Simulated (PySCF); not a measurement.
**Ti (titanium, neutral) across methods**

[Ar] 3d4, high-spin 5D determinant (an excited configuration). All numbers are calculated (PySCF 2.14, the spin-free X2C one-electron Hamiltonian (Gaussian nucleus), in aug-cc-pwCVTZ-DK).

```json
{"method": "PBE0", "E (hartree)": "-853.416", "mean ε 3p α (eV)": "-37.268", "mean ε 3p β (eV)": "-34.057", "mean ε 3d α (eV)": "-2.092", "Σ⟨r²⟩ (bohr²)": "41.54", "⟨S²⟩": "6.000"}
{"method": "UHF", "E (hartree)": "-852.58004", "mean ε 3p α (eV)": "-45.666", "mean ε 3p β (eV)": "-39.741", "mean ε 3d α (eV)": "-4.483", "Σ⟨r²⟩ (bohr²)": "38.20", "⟨S²⟩": "6.002"}
{"method": "PBEsol", "E (hartree)": "-852.432", "mean ε 3p α (eV)": "-34.297", "mean ε 3p β (eV)": "-31.917", "mean ε 3d α (eV)": "-1.307", "Σ⟨r²⟩ (bohr²)": "43.78", "⟨S²⟩": "6.000"}
{"method": "B97-3", "E (hartree)": "-853.491", "mean ε 3p α (eV)": "-37.407", "mean ε 3p β (eV)": "-34.313", "mean ε 3d α (eV)": "-2.024", "Σ⟨r²⟩ (bohr²)": "41.63", "⟨S²⟩": "6.000"}
{"method": "r2SCAN", "E (hartree)": "-853.577", "mean ε 3p α (eV)": "-35.538", "mean ε 3p β (eV)": "-32.504", "mean ε 3d α (eV)": "-1.283", "Σ⟨r²⟩ (bohr²)": "43.60", "⟨S²⟩": "6.001"}
{"method": "PBE", "E (hartree)": "-853.406", "mean ε 3p α (eV)": "-34.418", "mean ε 3p β (eV)": "-32.012", "mean ε 3d α (eV)": "-1.342", "Σ⟨r²⟩ (bohr²)": "44.41", "⟨S²⟩": "6.000"}
{"method": "LDA", "E (hartree)": "-851.542", "mean ε 3p α (eV)": "-34.342", "mean ε 3p β (eV)": "-32.049", "mean ε 3d α (eV)": "-1.426", "Σ⟨r²⟩ (bohr²)": "43.30", "⟨S²⟩": "6.000"}
```
